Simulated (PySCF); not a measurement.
**[AuH2]+: from structure and modes to constants**

Method: PySCF, UPBE, basis Au def2-TZVP with ECP60, H def2-TZVP (scalar-relativistic core potentials, no spin–orbit coupling, density fitting).

The triplet minimum has C2v symmetry. Masses (u): Au 196.96655, H 1.00782.

```xyz
3
charge 1 multiplicity 3, angstrom
Au    0.0058    0.0000    0.0000
H    -0.3679    1.6337    0.0000
H    -0.3679   -1.6337    0.0000
```

Harmonic wavenumbers (cm⁻¹): 565.7 (a1, ×1), 1220.8 (b2, ×1), 1734.4 (a1, ×1).

**Question.** Find the principal moments of inertia and the rotational constants. What kind of rotor is it?

**Answer.** About the centre of mass I = 0.2786, 5.38, 5.6586 u Å². With B = 16.8576/I this gives 60.51, 3.133, 2.979 cm⁻¹. The molecule is an asymmetric top with κ = -0.99.

**Question.** Find the vibrational entropy and heat capacity at 298.15 K.

**Answer.** With u = 1.43878 ω/T, each mode gives S = R[u/(eᵘ−1) − ln(1−e⁻ᵘ)] and C = R u² eᵘ/(eᵘ−1)².
```
ω (cm⁻¹)      u  S (J/(mol K))  C (J/(mol K))
   565.7  2.730           2.14           4.63
  1220.8  5.891           0.16           0.80
  1734.4  8.370           0.02           0.14
```
The sums over all modes are S = 2.3 and C = 5.6 J/(mol K); the softest mode gives 92 % of the entropy.

Other isomers or separated fragments may lie lower. With open d or f shells other occupations or spin states may lie lower. Spin–orbit coupling, left out here, can matter for elements this heavy.
